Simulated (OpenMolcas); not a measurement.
Computed levels of 2s2 2p2 in ions with 6 electrons, in cm-1 above 3P0.

| Item | Value |
| --- | --- |
| Program | OpenMolcas |
| Method | SS-CASPT2, IPEA 0.25 Eh, imaginary shift 0.1 Eh |
| Basis | ANO-RCC-VTZP |
| Scalar Hamiltonian | DKH2, point nucleus |
| Spin-orbit coupling | state interaction with AMFI integrals over the reference wave functions, term energies averaged over their components |

Active space for each ion: 4 electrons in 4 orbitals (2s 2p); closed shells correlated by CASPT2: 1s.

```csv
Level,N+,O2+,Ne4+
3P1,44.1,106,387
3P2,131,312,1116
1D2,15340,20560,30640
1S0,31890,42980,63790
```

Question: Estimate 3P2, 1D2, 1S0 for F3+ from its neighbours O2+ and Ne4+.

Answer: 3P2 is fine structure, which grows about as the fourth power of a screened charge, so the fourth roots are averaged: ((312^0.25 + 1116^0.25) / 2)^4 = 621. The calculation gives 630, so the estimate is off by -1.4 %; the measured value is 613 (Moore, Atomic Energy Levels, vol. I, NSRDS-NBS 35 (1971 reprint of NBS Circular 467, 1949)).
1D2 is another term, which grows about linearly with the charge: (20560 + 30640) / 2 = 25600. The calculation gives 25740, so the estimate is off by -0.5 %; the measured value is 25241 (Moore, Atomic Energy Levels, vol. I, NSRDS-NBS 35 (1971 reprint of NBS Circular 467, 1949)).
1S0 is another term, which grows about linearly with the charge: (42980 + 63790) / 2 = 53385. The calculation gives 53810, so the estimate is off by -0.8 %; the measured value is 53544 (Moore, Atomic Energy Levels, vol. I, NSRDS-NBS 35 (1971 reprint of NBS Circular 467, 1949)).

CASPT2 does not keep the components of a term degenerate, so their means are used; among the terms shown or strongly mixed into the levels shown the widest spread is 11 cm-1 (2s2 2p2 1D, F3+). Over all roots computed the reference weight is 0.94 to 0.99 in N+; the roots of lowest weight are the least certain, and an intruder state may touch them. Terms from blocks run as CI alone lack orbitals of their own. Measured partners are found by configuration, term and J. A level has none where our copy of the source lacks it or the pairing is in doubt (some pairs that miss far off the trend of their configuration count as doubtful), and it then counts in no deviation. Only configurations of the active space appear.
